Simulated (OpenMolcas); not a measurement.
## Ni5+: from CASSCF to CASPT2

* Program: OpenMolcas 26.06
* Basis: ANO-RCC-VDZ [5s4p2d]
* Scalar Hamiltonian: DKH2, point nucleus
* Active space: 5 electrons in 5 orbitals (3d)
* State averaging: 2S+1 = 6 even, 1 root; 2S+1 = 4 even, 24 roots; 2S+1 = 2 even, 75 roots (25 in the spin-orbit step)
* Spin-orbit coupling: RASSI with atomic mean-field integrals over the reference wave functions, term energies averaged over their components

Methods on the same reference wave functions:
A. CASSCF
B. SS-CASPT2, IPEA 0.25 Eh, imaginary shift 0.1 Eh (closed shells correlated: 3s 3p)

Energies in cm-1 above 3d5 6S 5/2, the measured ground level; measured values from Corliss and Sugar, J. Phys. Chem. Ref. Data 10, 197 (1981).

```json
{"Level": "3d5 6S 5/2", "A": "0.0", "B": "0.0", "Measured": "0.0"}
{"Level": "3d5 4G 5/2", "A": "47358", "B": "46820", "Measured": ""}
{"Level": "3d5 4G 7/2", "A": "47438", "B": "46930", "Measured": ""}
{"Level": "3d5 4G 9/2", "A": "47504", "B": "47010", "Measured": ""}
{"Level": "3d5 4G 11/2", "A": "47530", "B": "47040", "Measured": "41921"}
{"Level": "3d5 4P 5/2", "A": "54327", "B": "47640", "Measured": "45884"}
{"Level": "3d5 4P 3/2", "A": "54529", "B": "47810", "Measured": "46104"}
{"Level": "3d5 4P 1/2", "A": "54821", "B": "48010", "Measured": "46325"}
{"Level": "3d5 4D 7/2", "A": "58849", "B": "54700", "Measured": "50331"}
{"Level": "3d5 4D 1/2", "A": "59102", "B": "54920", "Measured": ""}
{"Level": "3d5 4D 3/2", "A": "59322", "B": "55050", "Measured": ""}
{"Level": "3d5 4D 5/2", "A": "59376", "B": "55070", "Measured": ""}
```

Deviations, from unrounded energies. A percentage is the sum of absolute deviations over the sum of measured energies, with the sign that they share, or ± where signs differ.

```tsv
Against measurement	Levels	A	B
mean absolute deviation (cm-1)	5	7900	2900
other terms of the ground configuration (%)	5	+17.1	+6.3
```

B lies closest to measurement on these levels. The largest miss of B in the table is 3d5 4G 11/2, by +5100 cm-1. The ranking rests on the paired levels alone, and a cruder setting can come out closer through cancelling errors.

From A to B the spin-free energies of the other terms of 3d5 shown, above 6S, scale by factors of 0.87 to 0.99.

The lowest spin-free term lies below A's lowest term by 0.102 hartree in B.

CASPT2 breaks the degeneracy within a term, and the mean is taken; among the terms shown or strongly mixed into the levels shown the widest spread is 32 cm-1 (3d5 4G, B). Some high roots are left out of the spin-orbit mixing, which shifts the levels that they would mix with. The basis is small and was not contracted for so high a charge. Without dynamic correlation excited terms often stand tens of per cent too high (terms of higher spin than the ground term too low), and those without a measured partner can miss by more than the paired ones (holds for A). Computed and measured levels are paired by configuration, term and J; levels that our copy of the source lacks, or whose pairing is in doubt (as where it misses far off the trend of its configuration), stay unpaired and out of the deviations. Levels of configurations outside the active space are missing. The table leaves out levels that lie high or whose names do not pair safely across all columns.
